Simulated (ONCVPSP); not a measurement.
## Configuration tests for Tl (ONCV)

Tl, optimised norm-conserving Vanderbilt (ONCV), made with ONCVPSP 4.0.1 (PBE, scalar-relativistic). Core [Kr] 4d10 4f14, reference 5s2 5p6 5d10 6s2 6p1. Waves: 5s+6s: rc 1.60 bohr, ncon 4, nbas 7, qcut 9.4 1/bohr, 3 projectors, debl 2.8 Ha; 5p+6p: rc 1.95 bohr, ncon 4, nbas 8, qcut 8.3 1/bohr, 3 projectors, debl 0.6 Ha; 5d: rc 2.10 bohr, ncon 4, nbas 8, qcut 8.5 1/bohr, 3 projectors, debl 2.8 Ha. Local part: polynomial inside 1.45 bohr (lpopt 5, dvloc0 0 Ha). Core correction: polynomial model core, fcfact 0.2.

Energies are relative to the spin-unpolarised reference configuration 5s2 5p6 5d10 6s2 6p1; without spin polarisation the order of configurations can differ from experiment. Not all tests gave a result: 1 of 4 tests not solved or not reliable.

| valence configuration | charge | ΔE all-electron (eV) | error AE − PS (meV) |
| --- | --- | --- | --- |
| 5s2 5p6 5d10 6s2 6p0 | +1 | 5.167 | -2.5 |
| 5s2 5p6 5d10 6s1 6p0 | +2 | 25.947 | -13 |
| 5s2 5p6 5d10 6s0 6p3 | 0 | 15.211 | -7.9 |

Levels in the configuration 5s2 5p6 5d10 6s0 6p3:

```json
{"level": "5s", "all-electron (eV)": "-134.731", "pseudo (eV)": "-134.782"}
{"level": "5p", "all-electron (eV)": "-79.829", "pseudo (eV)": "-79.841"}
{"level": "5d", "all-electron (eV)": "-18.971", "pseudo (eV)": "-18.967"}
{"level": "6p", "all-electron (eV)": "-3.878", "pseudo (eV)": "-3.878"}
```
